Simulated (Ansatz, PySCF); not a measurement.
Torsion F1–Ge2–S3–H4 in FGeHS (SMILES [F][Ge][SH]); at each angle all else is relaxed with GFN2-xTB, and the levels are single points there.
Geometry at 180° (charge 0, multiplicity 1):
| atom | x (Å) | y (Å) | z (Å) |
|---|---|---|---|
| F | 1.6739 | -0.6334 | 0.1724 |
| Ge | 0.9292 | 0.9438 | -0.3066 |
| S | -1.1634 | 0.4355 | 0.3441 |
| H | -1.6547 | 1.6158 | -0.0284 |

On the grid 0° to 330°, 270° is the highest and 180° the lowest point at wB97M-V/def2-TZVPP.

Correlated levels freeze the cores. Filled d and f shells under p-block atoms count as core. Rows in 3-21G carry no dispersion term and start afresh at each structure; the Pople sets are all-electron and without relativity.

Programs: Ansatz (an electronic-structure program); PySCF for 3-21G rows. Each number belongs to the level named beside it.

Question: What energy at 270° less that at 180° does MP2/def2-SVP give?

Answer: 468 meV

Question: Give the energy at 270° less that at 180° at the level wB97X-V/def2-TZVPP.

Answer: 431 meV

Question: What energy at 270° less that at 180° does B3LYP/3-21G give?

Answer: 452 meV
